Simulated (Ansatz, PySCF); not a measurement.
The pair A = CH5N (SMILES CN) (first 7 atoms), B = CH2O2 (SMILES O=CO); geometry from B3LYP-D3(BJ)/def2-TZVP.
(charge 0, multiplicity 1):
```
atom    x (Å)    y (Å)    z (Å)
----  -------  -------  -------
C     -0.2824   0.2170   0.0966
N      0.8015  -0.5139   0.7701
H      0.0400   1.2408  -0.0934
H     -1.1417   0.2460   0.7650
H     -0.5908  -0.2333  -0.8514
H      1.6234  -0.5802   0.1808
H      0.5002  -1.4576   0.9896
O     -0.9805  -0.8033   3.3254
C     -0.1803  -0.0652   3.8510
O      0.8927   0.4508   3.2791
H     -0.2669   0.2651   4.8971
H      0.9479   0.1154   2.3150
```

Correlated levels freeze the cores.

Codes used: Ansatz (a program for electronic structure) with Gaussian orbitals; PySCF for the dispersion terms. Values without a source in brackets are computed.

The monomers are drawn apart, rigid, along the line of their centres of mass. Counterpoise-corrected interaction energies (kcal/mol):

```csv
level,R = 3.730 Å,R = 4.400 Å
PBE/def2-TZVPPD,-9.0287,-4.3429
PBE-D3(BJ)/def2-TZVPPD,-9.9823,-4.8344
wB97M-V/def2-TZVPPD,-9.3844,-4.5320
CCSD(T)/aug-cc-pVDZ,-8.8657,-4.4137
```

R is the distance of the centres of mass. Find the local exponent m of E ∝ R⁻ᵐ between the two points.


m = ln(E₁/E₂)/ln(R₂/R₁): PBE/def2-TZVPPD 4.4; PBE-D3(BJ)/def2-TZVPPD 4.4; wB97M-V/def2-TZVPPD 4.4; CCSD(T)/aug-cc-pVDZ 4.2. For scale, two fixed dipoles give m = 3, dipole and quadrupole 4, quadrupoles 5, and dispersion or dipole-induced dipole 6 at long range; at these distances several terms mix, and what is left of overlap and damping shifts m, so it need not match one of them.
